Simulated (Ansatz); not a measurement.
Pd3O3⁻, 6 atoms. Hardware: 4 threads of Intel Xeon on a shared host.

In the def2 sets Pd takes a core potential; there is no spin–orbit coupling. Correlated methods freeze 3 core orbitals; core or outer-core shells of Pd are correlated, in sets that lack core-valence functions.

(1) How many basis functions does each of these Ansatz runs have, and roughly what does it cost? PBE-D4/def2-SVP, charge -1 doublet, energy with a search over starts; r2SCAN-D4/def2-TZVPD, charge -1 doublet, energy, from earlier orbitals; HSE06-D4/def2-TZVPD, charge -1 doublet, energy, from earlier orbitals; MP2/def2-TZVPD, charge -1 doublet, energy, from earlier orbitals; RPA@PBE/def2-TZVPD, charge -1 doublet, energy, from earlier orbitals; PBE0-D4/def2-TZVPD, charge -1 doublet, energy, from earlier orbitals; PBE-QIDH/def2-TZVPD, charge -1 doublet, energy, from earlier orbitals; PBE-D4/def2-TZVPD, charge -1 doublet, energy and forces, from earlier orbitals; HF/STO-3G, charge -1 doublet, energy; BHLYP-D4/def2-TZVPD, charge -1 doublet, energy, from earlier orbitals; r2SCAN-D4/def2-SVPD, charge -1 doublet, relaxation, 13 steps.

Results:

(1) Other jobs shared the machine, so times can vary by a factor of up to 3. A dash marks memory too small to be measured apart from the calling script's.

```
                                                                           run  functions  fitting or Cholesky vectors  wall time  peak host memory (GiB)
PBE-D4/def2-TZVPD, charge -1 doublet, energy and forces, from earlier orbitals        240                         1629       16 s                       –
          RPA@PBE/def2-TZVPD, charge -1 doublet, energy, from earlier orbitals        240                         1914       24 s                       1
          PBE-D4/def2-SVP, charge -1 doublet, energy with a search over starts        135                         1281       25 s                       –
        r2SCAN-D4/def2-TZVPD, charge -1 doublet, energy, from earlier orbitals        240                         1629       32 s                    0.56
                                          HF/STO-3G, charge -1 doublet, energy         96                         1247       43 s                     1.1
         HSE06-D4/def2-TZVPD, charge -1 doublet, energy, from earlier orbitals        240                         1767       57 s                     1.7
          PBE0-D4/def2-TZVPD, charge -1 doublet, energy, from earlier orbitals        240                         1767       65 s                     1.6
         PBE-QIDH/def2-TZVPD, charge -1 doublet, energy, from earlier orbitals        240                         1914       75 s                     1.1
              MP2/def2-TZVPD, charge -1 doublet, energy, from earlier orbitals        240                         1914       77 s                     1.2
         BHLYP-D4/def2-TZVPD, charge -1 doublet, energy, from earlier orbitals        240                         1920       78 s                     1.7
                  r2SCAN-D4/def2-SVPD, charge -1 doublet, relaxation, 13 steps        171                         1425    3.7 min                       –
```
